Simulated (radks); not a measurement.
The silicon anion Si4-, [Ar], held by a Watson sphere: a shell of charge +4 at radius R that stands for the Madelung well of a crystal (potential energy -4/R inside, -4/r outside, in hartree with lengths in bohr). Method: non-relativistic Kohn-Sham, PBEsol, spin-polarised, spherical densities, point nucleus; computed with a radial shooting solver on a logarithmic mesh with Libxc functionals. Response by self-consistent Sternheimer equations with the Hartree and adiabatic LDA kernel. The sphere does not respond.

\begin{tabular}{lrrrrrrr}
R (bohr) & e(2p) (eV) & e(3s) (eV) & e(3p) (eV) & <r> 3p (bohr) & sum of <r^2> (bohr^2) & X-ray form factor at sin(theta)/lambda = 0.3 1/angstrom & alpha (bohr^3) \\ \hline
1.98 & -92.880 & -15.381 & -7.957 & 2.377 & 52.11 & 8.018 & 32.53 \\
2.9 & -91.807 & -12.105 & -6.219 & 2.876 & 73.25 & 8.052 & 64.44 \\
3.06 & -91.878 & -11.656 & -5.936 & 2.964 & 77.35 & 8.080 & 72.78 \\
3.68 & -92.173 & -10.235 & -4.956 & 3.308 & 94.29 & 8.165 & 116.2 \\
4.38 & -92.381 & -9.155 & -4.094 & 3.706 & 115.7 & 8.199 & 193.6 \\
4.45 & -92.394 & -9.073 & -4.021 & 3.747 & 117.9 & 8.200 & 203.4 \\
4.64 & -92.425 & -8.869 & -3.835 & 3.857 & 124.3 & 8.202 & 232.3 \\
\end{tabular}
